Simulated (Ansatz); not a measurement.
Reactions of C3H3AlN2 (`[CH3][Al]([C]#N)[C]#N`).

Calculated with Ansatz (gas phase, PBE0-D4/def2-TZVP geometries, no zero-point term in ΔE). CCSD(T)/CBS is the MP2 limit (def2-TZVPP, def2-QZVPP) plus CCSD(T) − MP2 in def2-TZVPP, frozen cores. This one scheme is used for every species, atoms too. Functionals use def2-TZVPP. Open shells (•) are unrestricted, without spin–orbit coupling. Spin–orbit coupling would lower the free atoms: a little for Al, C. Bonds to Ge are less sure, by a few kJ/mol each and by 10 to 20 or more in all where they break to atoms, as the def2 sets lack core-valence functions. Scalar relativity is left out up to krypton. Each species was taken in one conformer, which may not be the lowest.

```
                                                                               reaction  B2PLYP (eV)  ωB97X-V (eV)
    `[CH3][Al]([C]#N)[C]#N` + `C[SiH2][GeH3]` → `C[SiH]([GeH3])C#N` + `[CH3][AlH][C]#N`         0.24          0.21
                          `[CH3][Al]([C]#N)[C]#N` + H–F → `[CH3][Al]([F])[C]#N` + `C#N`        -1.30         -1.27
`[CH3][Al]([C]#N)[C]#N` + `F[SiH2][SiH2]Cl` → `N#C[SiH](Cl)[SiH2]F` + `[CH3][AlH][C]#N`         0.37          0.35
                               `[CH3][Al]([C]#N)[C]#N` + H₂ → `[CH3][AlH][C]#N` + `C#N`         0.49          0.47
                        `[CH3][Al]([C]#N)[C]#N` + CH₄ → `[CH3][Al]([CH3])[C]#N` + `C#N`         0.73          0.69
                                     `[CH3][Al]([C]#N)[C]#N` → Al• + 3 C• + 3 H• + 2 N•        41.09         41.32
                  `[CH3][Al]([C]#N)[C]#N` + `C=CC` → `[CH3][Al]([CH3])[C]#N` + `C=CC#N`         0.30          0.30
             `[CH3][Al]([C]#N)[C]#N` + `N#C[SiH3]` → `[CH3][AlH][C]#N` + `N#C[SiH2]C#N`         0.46          0.45
              `[CH3][Al]([C]#N)[C]#N` + `F[SiH3]` → `[CH3][Al]([F])[C]#N` + `N#C[SiH3]`        -0.34         -0.33
```

Task: Give the CCSD(T)/CBS values in the same order. (Best estimate.)

Result: Computed: 0.23, -1.24, 0.37, 0.51, 0.70, 41.16, 0.33, 0.46, -0.33 eV.

Largest T1 diagnostic: 0.018, for Al•.
